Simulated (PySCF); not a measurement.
# Electron correlation in Lu²⁺ (lutetium, charge +2)

[Xe] 4f14 5d1, 2D determinant (an excited configuration). Calculation: PySCF 2.14, in x2c-TZVPPall (11s7p7d2f2g, 99 functions); scalar relativity by spin-free X2C-1e. Frozen: [Kr] 4d10; 23 electrons correlated.

```json
{"level": "CCSD", "correlation energy (mhartree)": "-661.27"}
{"level": "(T)", "correlation energy (mhartree)": "-19.82"}
{"level": "CCSD(T)", "correlation energy (mhartree)": "-681.09"}
```

Diagnostics: T1 = 0.0094, D1 = 0.0171, largest double amplitude 0.018.

Spin-orbit coupling, absent here, splits the open shell strongly.

Cost of the coupled-cluster step: of the order of 90 core-seconds, for 23 correlated electrons.

Iterations:

```
CC2 = 0
CCSD nocc = (np.int64(12), np.int64(11)), nmo = (76, 76)
frozen orbitals [[0, 1, 2, 3, 4, 5, 6, 7, 8, 9, 10, 11, 12, 13, 14, 15, 16, 17, 18, 19, 20, 21, 22], [0, 1, 2, 3, 4, 5, 6, 7, 8, 9, 10, 11, 12, 13, 14, 15, 16, 17, 18, 19, 20, 21, 22]]
max_cycle = 100
direct = 0
conv_tol = 1e-08
conv_tol_normt = 1e-06
diis_space = 8
diis_start_cycle = 0
Init t2, MP2 energy = -0.721652107974992
Init E_corr(UCCSD) = -0.721652107993579
cycle = 1  E_corr(UCCSD) = -0.637582154620342  dE = 0.0840699534  norm(t1,t2) = 0.0953855
cycle = 2  E_corr(UCCSD) = -0.667007802059769  dE = -0.0294256474  norm(t1,t2) = 0.0383375
cycle = 3  E_corr(UCCSD) = -0.661204575255722  dE = 0.0058032268  norm(t1,t2) = 0.0212592
cycle = 4  E_corr(UCCSD) = -0.661058151572156  dE = 0.000146423684  norm(t1,t2) = 0.00173155
cycle = 5  E_corr(UCCSD) = -0.661282945287385  dE = -0.000224793715  norm(t1,t2) = 0.000285169
cycle = 6  E_corr(UCCSD) = -0.661275664396001  dE = 7.28089138e-06  norm(t1,t2) = 9.40285e-05
cycle = 7  E_corr(UCCSD) = -0.661269419971586  dE = 6.24442442e-06  norm(t1,t2) = 3.49282e-05
cycle = 8  E_corr(UCCSD) = -0.661269807284808  dE = -3.87313222e-07  norm(t1,t2) = 1.3515e-05
cycle = 9  E_corr(UCCSD) = -0.661270563923344  dE = -7.56638537e-07  norm(t1,t2) = 3.13227e-06
cycle = 10  E_corr(UCCSD) = -0.661270542098036  dE = 2.18253089e-08  norm(t1,t2) = 1.04639e-06
cycle = 11  E_corr(UCCSD) = -0.661270490264705  dE = 5.18333311e-08  norm(t1,t2) = 3.54407e-07
cycle = 12  E_corr(UCCSD) = -0.66127049938932  dE = -9.1246154e-09  norm(t1,t2) = 1.18774e-07
UCCSD converged
E(UCCSD) = -14558.34256452988  E_corr = -0.6612704993893199
UCCSD(T) correction = -0.0198227634060218
```
